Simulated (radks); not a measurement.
Values are calculated unless marked as measured or tabulated.
The titanium anion Ti- inside a hard spherical wall (all orbitals vanish at R), configuration held at [Ar] 3d3 4s2 and not refilled when levels cross. Level of theory: scalar-relativistic Kohn-Sham, PBEsol, spin-polarised, spherical densities, finite nucleus; open shells are filled with parallel spins first; Fermi nuclear charge, rms radius 3.5921 fm (a radial shooting solver on a logarithmic mesh with Libxc functionals). Eigenvalues in eV for spin up, with the zero of energy where the potential of the charges vanishes at infinity; a dash marks a level that is unbound or too diffuse for the functional's potential to be trusted. A positive occupied level is held by the wall or, in an anion where self-interaction has pushed it up, behind a barrier. The pressure on the wall is -dE/dV.

R (bohr)	E (hartree)	kinetic (hartree)	e(3s)	e(3p)	e(4s)	e(3d)	e(4p, empty)	e(5s, empty)	pressure (GPa)
15	-852.65775	859.708	-55.115	-31.574	0.316	2.162	2.312	2.931	0.00600
8	-852.61679	859.863	-53.139	-29.604	1.761	3.969	4.558	9.826	0.967
7	-852.57790	859.996	-52.036	-28.512	2.660	4.959	5.827	13.619	2.64
5	-852.29406	860.844	-47.146	-23.724	7.619	9.402	12.422	32.539	28.7
3.5	-851.13961	864.025	-37.455	-14.359	23.545	19.204	32.017	84.024	321
2.5	-847.07091	875.747	-19.929	3.318	69.899	39.820	83.554	205.49	3250
1.5	-814.21940	959.143	63.913	92.282	341.61	134.29	353.09	776.54	95600
